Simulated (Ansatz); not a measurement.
Start from `C[SiH](S)Cl` and change one atom or group to get `S[SiH](S)Cl`.

Ansatz, PBE0-D4/def2-TZVP geometries, multiplicity 1. Each molecule was computed in one conformer, which needn't be the lowest.

| property | `C[SiH](S)Cl` |
| --- | --- |
| LUMO energy (B3LYP/def2-TZVPP) / eV | -0.03 |
| ideal-gas entropy at 298 K and 1 bar (rigid rotor, harmonic PBE0-D4/def2-TZVP) / J/(mol·K) | 342 |
| HOMO energy (B3LYP/def2-TZVPP) / eV | -7.44 |
| LUMO energy (PBE/def2-TZVPP) / eV | -0.71 |
| HOMO–LUMO gap (PBE/def2-TZVPP) / eV | 5.75 |
| LUMO energy (ωB97M-V/def2-TZVPP) / eV | 2.09 |

Q: What does the change do to each property? (Best estimate.)

A: Ansatz gave: 
```tsv
property	`S[SiH](S)Cl`	shift
LUMO energy (B3LYP/def2-TZVPP) / eV	-0.63	-0.60
ideal-gas entropy at 298 K and 1 bar (rigid rotor, harmonic PBE0-D4/def2-TZVP) / J/(mol·K)	349	7
HOMO energy (B3LYP/def2-TZVPP) / eV	-7.65	-0.21
LUMO energy (PBE/def2-TZVPP) / eV	-1.31	-0.60
HOMO–LUMO gap (PBE/def2-TZVPP) / eV	5.36	-0.39
LUMO energy (ωB97M-V/def2-TZVPP) / eV	1.55	-0.54
```

With PBE0 the HOMO falls by 0.21 eV and the LUMO falls by 0.62 eV, so the gap narrows by about 0.41 eV. PBE moves the HOMO by -0.21 eV and ωB97M-V by -0.20 eV. The zero-point energy changes by -70.8 kJ/mol with -6 modes.

B3LYP here is the variant with VWN-RPA as its local correlation; programs differ in this.
